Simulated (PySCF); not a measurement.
Gas-phase reaction: 2 GeH₂F₂ ⇌ GeHF₃ + GeH₃ + F

Computed with PySCF and rigid-rotor harmonic-oscillator thermochemistry at 1 bar. † marks an energy on the PBE0/def2-TZVP geometry and frequencies; other levels use their own. MP2 freezes the core. 6-31G* has spherical d functions here. Open shells (unrestricted): GeH₃ (multiplicity 2), F (multiplicity 2); the rest are closed-shell singlets. Spin-orbit splitting is ignored; it lowers the true energy and changes the entropy of F. Ge: all electrons, no relativistic terms. GeH₂F₂, GeHF₃, GeH₃: computed as isolated molecules; such fragments, hydroxides, amides, oligomers or adducts are transient or little studied in the gas. MP2 isn't extrapolated to the basis-set limit.

MP2/def2-TZVPP† gives ΔH°(298 K) = 551 kJ.

Question: What do HF/6-31G*, M06-2X/def2-TZVP†, r2SCAN/def2-TZVP† give?

Answer: HF/6-31G*: 355 kJ; M06-2X/def2-TZVP†: 532 kJ; r2SCAN/def2-TZVP†: 519 kJ. For scale, ΔH°(298 K) is 551 kJ at this level, 527 kJ at ωB97M-V/def2-TZVP†, and runs from 355 to 616 kJ over the 20 levels computed.
